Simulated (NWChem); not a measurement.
System: H₂SeO; SMILES [SeH]O

The following NWChem deck was run.

```
start job
memory heap 200 mb stack 900 mb global 1100 mb
geometry units angstroms noautoz
  Se     0.045523    -0.359702    -0.016534
  H     -1.417164    -0.550445     0.107624
  O      0.031495     1.447332    -0.096500
  H      0.122298     1.754905     0.814254
end
basis spherical
  * library def2-svp
end
dft
  xc rpbe cpbe96
  iterations 150
  mulliken
end
task dft energy
```

Parts of the log:

```
             Northwest Computational Chemistry Package (NWChem) 7.3.0
             --------------------------------------------------------

 C1  symmetry detected

                             Geometry "geometry" -> ""
                             -------------------------

 Output coordinates in angstroms (scale by  1.889725989 to convert to a.u.)

  No.       Tag          Charge          X              Y              Z
 ---- ---------------- ---------- -------------- -------------- --------------
    1 Se                  34.0000     0.03937523    -0.37173368    -0.00797346
    2 H                    1.0000    -1.42587562    -0.58184923     0.00397415
    3 O                    8.0000     0.00767435     1.43570128    -0.07229417
    4 H                    1.0000     0.02572283     1.73518402     0.84547678

 Effective nuclear repulsion energy (a.u.)     105.9211397432

  pbe96 is a nonlocal functional; adding pw91lda local functional.

                                 NWChem DFT Module
                                 -----------------

 Summary of "ao basis" -> "ao basis" (spherical)
 ------------------------------------------------------------------------------
       Tag                 Description            Shells   Functions and Types
 ---------------- ------------------------------  ------  ---------------------
 Se                         def2-svp                12       32   5s4p3d
 H                          def2-svp                 3        5   2s1p
 O                          def2-svp                 6       14   3s2p1d

            General Information
            -------------------
          SCF calculation type: DFT
          Wavefunction type:  closed shell.
          No. of atoms     :     4
          No. of electrons :    44
           Alpha electrons :    22
            Beta electrons :    22
          Charge           :     0
          Spin multiplicity:     1
          Use of symmetry is: off; symmetry adaption is: off
          Maximum number of iterations: 150
          AO basis - number of functions:    56
                     number of shells:    24
          Convergence on energy requested:  1.00D-06
          Convergence on density requested:  1.00D-05
          Convergence on gradient requested:  5.00D-04

              XC Information
              --------------
                          RPBE Exchange Functional  1.000
            Perdew 1991 LDA Correlation Functional  1.000 local
           PerdewBurkeErnz. Correlation Functional  1.000 non-local

             Grid Information
             ----------------
          Grid used for XC integration:  medium
          Radial quadrature: Mura-Knowles
          Angular quadrature: Lebedev.
          Tag              B.-S. Rad. Rad. Pts. Rad. Cut. Ang. Pts.
          ---              ---------- --------- --------- ---------
          Se                  1.15      112           8.0       590
          H                   0.35       45           9.0       434
          O                   0.60       49           8.0       434
          Grid pruning is: on
          Number of quadrature shells:   251
          Spatial weights used:  Erf1

      Superposition of Atomic Density Guess
      -------------------------------------

 Sum of atomic energies:       -2475.20149712

      Non-variational initial energy
      ------------------------------

 Total energy =   -2475.502878
 1-e energy   =   -3658.114902
 2-e energy   =    1076.690884
 HOMO         =      -0.252770
 LUMO         =      -0.031649

     ---------------------------------------------
      Total Density - Mulliken Population Analysis
     ---------------------------------------------

    Atom       Charge   Shell Charges
 -----------   ------   -------------------------------------------------------
    1 Se  34    33.77   2.00  2.00  2.00  1.33  0.53  6.00  5.98  1.73  2.13  8.20  1.75  0.12
    2 H    1     0.87   0.60  0.25  0.02
    3 O    8     8.70   1.99  1.10  0.68  2.96  1.96  0.01
    4 H    1     0.66   0.54  0.07  0.06

   convergence    iter        energy       DeltaE   RMS-Dens  Diis-err
 ---------------- ----- ----------------- --------- --------- ---------
 d= 0,ls=0.0,diis     1  -2477.4022309744 -2.58D+03  2.27D-02  4.44D-01
 d= 0,ls=0.0,diis     2  -2477.3038632724  9.84D-02  1.67D-02  1.29D+00
 d= 0,ls=0.0,diis     3  -2477.4372069413 -1.33D-01  4.11D-03  1.46D-01
 d= 0,ls=0.0,diis     4  -2477.4517857392 -1.46D-02  1.12D-03  2.33D-03
 d= 0,ls=0.0,diis     5  -2477.4520377860 -2.52D-04  4.33D-04  3.48D-04
  Resetting Diis
 d= 0,ls=0.0,diis     6  -2477.4520957639 -5.80D-05  8.05D-05  2.02D-05
 d= 0,ls=0.0,diis     7  -2477.4520984303 -2.67D-06  3.29D-05  8.69D-07
 d= 0,ls=0.0,diis     8  -2477.4520981572  2.73D-07  2.26D-05  3.25D-06
 d= 0,ls=0.0,diis     9  -2477.4520985218 -3.65D-07  4.54D-06  1.90D-07

         Total DFT energy =    -2477.452098521806
      One electron energy =    -3658.517398651453
           Coulomb energy =     1171.489369646223
    Exchange-Corr. energy =      -96.345209259734
 Nuclear repulsion energy =      105.921139743158

 Numeric. integr. density =       44.000016370988

                       DFT Final Molecular Orbital Analysis
                       ------------------------------------

 Vector   20  Occ=2.000000D+00  E=-3.256997D-01
              MO Center=  1.0D-01,  6.7D-01, -1.2D-01, r^2= 2.0D+00
   Bfn.  Coefficient  Atom+Function         Bfn.  Coefficient  Atom+Function
  ----- ------------  ---------------      ----- ------------  ---------------
    42      0.346813  3 O  py                43     -0.254914  3 O  pz
    13     -0.248207  1 Se py                45      0.241425  3 O  py
    16     -0.188798  1 Se py                 4      0.186587  1 Se s
    41      0.185073  3 O  px                12      0.182464  1 Se px
    46     -0.178028  3 O  pz                 5      0.165194  1 Se s

 Vector   21  Occ=2.000000D+00  E=-2.489003D-01
              MO Center= -1.1D-01,  9.2D-01, -4.2D-02, r^2= 1.8D+00
   Bfn.  Coefficient  Atom+Function         Bfn.  Coefficient  Atom+Function
  ----- ------------  ---------------      ----- ------------  ---------------
    41      0.571010  3 O  px                44      0.435324  3 O  px
    33      0.239060  2 H  s                  5     -0.185022  1 Se s
    34      0.178776  2 H  s                 12     -0.167341  1 Se px
     4     -0.158603  1 Se s                  3      0.112265  1 Se s
     9      0.100311  1 Se px                15     -0.075909  1 Se px

 Vector   22  Occ=2.000000D+00  E=-1.962560D-01
              MO Center=  1.1D-02, -2.3D-01, -2.1D-03, r^2= 1.9D+00
   Bfn.  Coefficient  Atom+Function         Bfn.  Coefficient  Atom+Function
  ----- ------------  ---------------      ----- ------------  ---------------
    17      0.607830  1 Se pz                14      0.511328  1 Se pz
    11     -0.321014  1 Se pz                43     -0.187711  3 O  pz
    52     -0.131991  4 H  s                 46     -0.127247  3 O  pz
    40      0.118570  3 O  s                  8      0.104144  1 Se pz
    39      0.067224  3 O  s                 42      0.065434  3 O  py

 Vector   23  Occ=0.000000D+00  E=-6.534503D-02
              MO Center=  4.0D-02,  5.9D-02,  8.0D-02, r^2= 2.6D+00
   Bfn.  Coefficient  Atom+Function         Bfn.  Coefficient  Atom+Function
  ----- ------------  ---------------      ----- ------------  ---------------
    16      0.737181  1 Se py                40     -0.537678  3 O  s
    13      0.389882  1 Se py                42      0.337372  3 O  py
    45      0.334740  3 O  py                53      0.291943  4 H  s
    10     -0.242403  1 Se py                 4      0.187386  1 Se s
    39     -0.169845  3 O  s                 15      0.166803  1 Se px

 Vector   24  Occ=0.000000D+00  E= 2.138609D-04
              MO Center= -8.3D-01, -4.4D-01,  3.7D-03, r^2= 2.9D+00
   Bfn.  Coefficient  Atom+Function         Bfn.  Coefficient  Atom+Function
  ----- ------------  ---------------      ----- ------------  ---------------
    34      1.293172  2 H  s                 15      0.945752  1 Se px
     5     -0.616322  1 Se s                  4     -0.405095  1 Se s
    12      0.341390  1 Se px                33      0.301177  2 H  s
     3      0.224651  1 Se s                  9     -0.212792  1 Se px
    40      0.157628  3 O  s                 45     -0.118701  3 O  py

 Vector   25  Occ=0.000000D+00  E= 5.638028D-02
              MO Center=  1.6D-02,  1.6D+00,  9.5D-01, r^2= 2.6D+00
   Bfn.  Coefficient  Atom+Function         Bfn.  Coefficient  Atom+Function
  ----- ------------  ---------------      ----- ------------  ---------------
    53      1.359890  4 H  s                 40     -0.586268  3 O  s
    46     -0.398589  3 O  pz                16     -0.371661  1 Se py
    45     -0.313374  3 O  py                 4     -0.307137  1 Se s
    43     -0.270125  3 O  pz                42     -0.243499  3 O  py
    52      0.200891  4 H  s                  3      0.129734  1 Se s

     ---------------------------------------------
      Total Density - Mulliken Population Analysis
     ---------------------------------------------

    Atom       Charge   Shell Charges
 -----------   ------   -------------------------------------------------------
    1 Se  34    33.83   2.00  2.00  1.99  1.46  0.44  6.00  5.97  1.91  1.94  8.16  1.77  0.19
    2 H    1     0.98   0.72  0.24  0.02
    3 O    8     8.37   1.99  1.10  0.71  2.80  1.76  0.01
    4 H    1     0.82   0.69  0.06  0.07

     -------------------------------------------
      Total Density - Lowdin Population Analysis
     -------------------------------------------

    Atom       Charge   Shell Charges
 -----------   ------   -------------------------------------------------------
    1 Se  34    33.79   2.00  2.00  1.96  1.11  0.65  5.99  5.79  1.99  2.11  7.83  2.04  0.33
    2 H    1     1.04   0.62  0.35  0.06
    3 O    8     8.24   1.97  0.93  0.65  2.66  2.01  0.02
    4 H    1     0.94   0.57  0.18  0.18

     Multipole analysis of the density
     ---------------------------------

     L   x y z        total         alpha         beta         nuclear
     -   - - -        -----         -----         ----         -------
     0   0 0 0     -0.000000    -22.000000    -22.000000     44.000000

     1   1 0 0     -0.201853     -0.100926     -0.100926     -0.000000
     1   0 1 0     -0.120740     -0.060370     -0.060370     -0.000000
     1   0 0 1      0.569620      0.284810      0.284810      0.000000

     2   2 0 0    -17.302116    -12.377407    -12.377407      7.452697
     2   1 1 0      0.516100     -0.571797     -0.571797      1.659694
     2   1 0 1      0.020389      0.008465      0.008465      0.003458
     2   0 2 0    -17.137948    -52.381718    -52.381718     87.625487
     2   0 1 1      2.210202     -0.207584     -0.207584      2.625371
     2   0 0 2    -18.554078    -10.631936    -10.631936      2.709795
```

Level: RPBE/def2-SVP. All runs use the structure optimised with PBE0/def2-SVP.
